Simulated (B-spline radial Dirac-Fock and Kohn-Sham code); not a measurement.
# Elastic scattering of 105 keV positrons by atomic osmium

Calculated with a B-spline atomic structure program, using relativistic (Dirac) partial waves in the static field of the Dirac-Fock atom, without polarisation or absorption potentials.

```
θ (°)  dσ/dΩ (Å²/sr)  Sherman function
    0            176             0.000
    1           40.8             0.000
    2           9.31             0.000
    3           3.15             0.000
    5          0.677             0.000
    7          0.222             0.000
   10         0.0658             0.001
   15         0.0156             0.002
   20        0.00550             0.003
   25        0.00243             0.004
   30        0.00123             0.005
   40       0.000418             0.008
   50       0.000182             0.011
   60       9.30e-05             0.014
   70       5.35e-05             0.017
   80       3.37e-05             0.019
   90       2.28e-05             0.020
  100       1.64e-05             0.021
  110       1.24e-05             0.021
  120       9.81e-06             0.020
  130       8.11e-06             0.018
  140       6.96e-06             0.016
  150       6.20e-06             0.012
  160       5.71e-06             0.009
  170       5.44e-06             0.004
  180       5.35e-06             0.000
```

The total elastic cross section is 0.201 Å², the first transport cross section 0.000850 Å² and the second, weighted with (3/2) sin²θ, 0.00213 Å². The mean deflection is ⟨1 − cos θ⟩ = 0.00422, and 0.035 % of the collisions scatter beyond 90°.
